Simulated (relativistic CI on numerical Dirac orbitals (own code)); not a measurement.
Ta³⁷⁺: sensitivity of the levels to the model

Base calculation: Dirac-Coulomb-Breit CI, KLI orbitals optimised for each configuration, model QED (radiative potential, 1s self-energy scaled to tabulated hydrogen-like ionisation energies), unscaled Slater integrals.

Configuration list (outside the closed core [Ar] 3d10): 4s2 4p6, 4s2 4p5 4d, 4s 4p6 4d, 4s2 4p5 4f, 4s 4p6 4f, 4p6 4d 4f, 4s2 4p5 5s, 4s2 4p5 5p, 4s 4p6 5s, 4s2 4p5 5d, 4s 4p6 5p, 4s2 4p5 5f, 4s2 4p5 5g, 4s 4p6 5d, 4p6 4f 5s, 4s2 4p5 6s, 4s 4p6 5f, 4s2 4p5 6p, 4s 4p6 5g, 4s2 4p5 6d, 4s2 4p5 6f, 4p6 4d2, 4p5 4d3, 4p5 4d2 4f, 4p5 4d2 5s, 4p5 4d2 5p, 4p6 4f2, 4p5 4d 4f2, 4p5 4f3, 4p5 4f2 5s, 4p5 4f2 5p, 4p6 4d 5s, 4p5 4d 4f 5s, 4p5 4d 5s2, 4p5 4d 5s 5p. Double excitations out of closed p, d and f shells are left out; levels of such configurations are missing from the list, as are those of other unlisted configurations, and high levels can miss mixing partners. These lack a partner that the ground configuration has and come out too high: 4s2 4p5 5d, 4s2 4p5 5f, 4s2 4p5 5g, 4s2 4p5 6s, 4s2 4p5 6p.

Variants: (1) valence Slater integrals scaled by 0.9. Shifts of the energy above 4s2 4p6 1S_0, in eV, for the lowest level and the first level of each name with at least 55 % of one term (blank where a level changes its place among those of its configuration and J or its character, or is not in the variant):

```
           Level     Base    Δ(1)
    4s2 4p6 1S_0    0.000   0.000
4s2 4p5 4d 3P°_0  145.053  +0.951
4s2 4p5 4d 3P°_1  149.495  +0.638
4s2 4p5 4d 3F°_3  152.512  +0.240
4s2 4p5 4d 3F°_4  166.732  +0.568
4s2 4p5 4d 3D°_3  174.832  -0.278
4s2 4p5 4d 3F°_2  235.839  +0.409
4s2 4p5 4d 1P°_1  258.758  -2.431
  4s 4p6 4d 3D_1  333.834  +1.914
 4s2 4p5 4f 3G_4  355.606  +0.161
 4s2 4p5 4f 3G_5  357.593  +0.364
 4s2 4p5 4f 3D_1  363.517  -0.950
 4s2 4p5 4f 3F_4  364.527  -0.330
 4s2 4p5 4f 3G_3  440.514  +0.153
 4s 4p6 4f 3F°_2  551.128  +0.149
 4s 4p6 4f 3F°_3  552.249  +0.105
 4s 4p6 4f 3F°_4  555.374  +0.163
 4s 4p6 4f 1F°_3  559.842  -0.321
4s2 4p5 5s 3P°_2  645.054  +0.129
4s2 4p5 5s 1P°_1  646.998  -0.075
    4p6 4d2 3F_2  698.368  +0.794
    4p6 4d2 3P_0  707.013  +0.017
```

At this charge energies of transitions that change n are usually good to better than 1 %, and those within a shell (Δn = 0) to a few per cent.

Ionisation energy from the two ground configurations alone: base 1747.92 eV. The NIST ASD value (theoretical) is 1748 eV.

LS names give the leading component of a level, which can be under half, so a name can repeat, a term be missing and a line seem to break the LS rules.
